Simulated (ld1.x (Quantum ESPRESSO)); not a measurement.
## How hard is this Ir PAW potential?

iridium, PAW, made with ld1.x (Quantum ESPRESSO) 7.5 (PBE, scalar-relativistic). Core [Xe] 4f14, reference 5d7 6s1.75 6p0 (charge +0.25). Waves: 6s (bound): rcut 2.10, rcutus 2.60 bohr; 6s channel at -0.4 Ry: rcut 2.10, rcutus 2.60 bohr; 6p (bound, empty): rcut 1.00, rcutus 1.40 bohr; 6p channel at 2.05 Ry: rcut 1.00, rcutus 1.40 bohr; 5d (bound): rcut 1.85, rcutus 2.40 bohr; 5d channel at 0.3 Ry: rcut 1.85, rcutus 2.40 bohr; 5f channel at -0.15 Ry: rcut 1.50, rcutus 2.00 bohr. Local part: all-electron potential smoothed inside 1.65 bohr (lloc = -2). Core correction: Bessel-smoothed model core inside 1.05 bohr. Augmentation charge: BESSEL, radius 0.85 bohr.

The pseudo-atom Hamiltonian at the reference potential is diagonalised in spherical Bessel functions j_l(qr) that vanish at 20 bohr, with q² up to the cutoff. All-electron valence levels (Ry): 6s -0.5927, 6p -0.1913, 5d -0.6682.

**Question.** How do the lowest levels (Ry) of each channel move with the cutoff, and are there ghosts?

**Answer.**

```csv
cutoff (Ry),s #1,s #2,p #1,p #2,p #3,d #1,d #2,f #1,f #2,Σ f·Δε (mRy)
8,-0.5927,-0.0502,-2.9334,-0.1193,0.0213,-0.5763,0.0207,0.0753,0.1903,644.3
10,-0.5927,-0.0502,-3.3330,-0.1376,0.0169,-0.6290,0.0199,0.0753,0.1902,275.3
15,-0.5927,-0.0502,-3.9313,-0.1708,0.0104,-0.6640,0.0192,0.0520,0.0753,30.2
18,-0.5927,-0.0502,-4.0405,-0.1785,0.0091,-0.6677,0.0189,0.0212,0.0753,3.6
21,-0.5928,-0.0502,-4.1032,-0.1836,0.0083,-0.6679,0.0188,0.0080,0.0753,2.7
25,-0.5928,-0.0502,-4.1449,-0.1879,0.0076,-0.6680,0.0187,-0.0001,0.0753,2.2
35,-0.5928,-0.0502,-4.1576,-0.1907,0.0071,-0.6682,0.0187,-0.0035,0.0753,0.3
40,-0.5928,-0.0502,-4.1577,-0.1910,0.0071,-0.6682,0.0187,-0.0036,0.0753,0.2
400,-0.5928,-0.0502,-4.1659,-0.1913,0.0070,-0.6683,0.0187,-0.0037,0.0753,0.0
```

Result: ghost state, extra bound levels that the all-electron valence spectrum of the same l lacks: p at -56.7 eV (a true bound ghost makes a file unfit for plane-wave use); 10 mRy is reached at 18 Ry and 1 mRy at 30 Ry.

4 of 7 tests not solved or not reliable.
